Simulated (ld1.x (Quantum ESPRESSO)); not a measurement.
# Pseudopotential generation for N: ultrasoft, LDA (PZ), scalar-relativistic.

```json
{
 "Element": "nitrogen",
 "Generator": "ld1.x (Quantum ESPRESSO) 7.5",
 "Type": "ultrasoft",
 "Functional": "LDA (PZ)",
 "Relativity": "scalar-relativistic",
 "Frozen core": "[He]",
 "Valence charge": "5",
 "Reference configuration": "2s2 2p1.5 (charge +1.5)",
 "Partial waves": "2s (bound): rcut 0.95, rcutus 1.15 bohr; 2s channel at -0.5 Ry: rcut 0.95, rcutus 1.15 bohr; 2p (bound): rcut 1.20, rcutus 1.65 bohr; 2p channel at -1.8 Ry: rcut 1.20, rcutus 1.65 bohr; 3d channel at 0.15 Ry: rcut 1.60, rcutus 1.90 bohr; 3d channel at 1.05 Ry: rcut 1.60, rcutus 1.90 bohr",
 "Local potential": "all-electron potential smoothed inside 1.20 bohr (lloc = -1)",
 "Core correction": "a·sin(br)/r model core, default radius (core density twice the valence density)",
 "Augmentation charge": "PSQ, radius 0.95 bohr"
}
```

All-electron outer shells of the reference configuration (LDA (PZ), scalar-relativistic, ld1.x):

```
shell  level (eV)  outermost node (bohr)  outermost maximum (bohr)
   2s      -40.26                   0.32                      0.98
   2p      -28.85                      –                      0.89
```

Calculated quality:

```
Cutoffs needed                            : 25 Ry and 40 Ry (the cutoffs (Ry, on a coarse ladder) from which the occupation-weighted sum of valence levels, in a spherical-Bessel basis at the reference potential, stays within 10 and 1 mRy of its value at 400 Ry)
Ghost test                                : no extra level below or beside the all-electron valence levels (s, p, d, f tested) (spherical-Bessel basis up to 400 Ry, 20 bohr box)
Largest excitation error                  : -19 meV (all-electron minus pseudo) for 2s2 2p0, out of 7 test configurations
Lowest eigenvalue of the overlap operator : 0.55 (s channel)
Density cutoff estimated by the generator : 416 Ry
```

Generation and tests took about 1.2 s on one core of a shared server CPU.
